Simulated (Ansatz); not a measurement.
The first iterations of a band of ClGeH3N (6 atoms, charge 0, multiplicity 2).

All numbers below come from Ansatz, UKS PBE0/def2-SVP.

- movable images: 5
- climbing image: yes
- spring: 5.0 eV/Å²
- optimiser: quadratic models (default)
- start path: through a guess of the saddle point
- force threshold: 0.05 eV/Å
- iteration limit: 60
- end points: relaxed

Initial state:

```xyz
6
Properties=species:S:1:pos:R:3
N -0.450 0.315 -0.782
Ge 0.072 -0.155 0.913
Cl 1.255 -1.967 0.626
H -0.977 1.182 -0.866
H -0.896 -0.414 -1.334
H 1.039 0.973 1.395
```

Final state:

```xyz
6
Properties=species:S:1:pos:R:3
N -0.225 0.393 -1.424
Ge 0.005 0.207 0.400
Cl 0.496 -1.832 0.972
H -1.317 0.574 1.085
H -0.093 -0.508 -1.906
H 1.176 1.102 0.826
```

| iteration | highest image above the first end (eV) | largest band force component (eV/Å) |
| --- | --- | --- |
| 1 | 3.136 | 3.336 |
| 2 | 2.655 | 1.624 |

Problem. Does the band converge within its limit, and where does its top end?

Solution. The forces met the threshold. It ended after 8 iterations with the highest image 2.557 eV above the first end. Neighbouring images differ by up to 2.0 eV, so the band resolves the path poorly. A vibrational analysis at the climbing image gives one clearly imaginary mode, 1662i cm⁻¹: a first-order saddle point.

The run took 60 s on 2 threads of Intel(R) Xeon(R) 6975P-C (Granite Rapids), with other jobs on the host, peak memory 0.23 GiB.
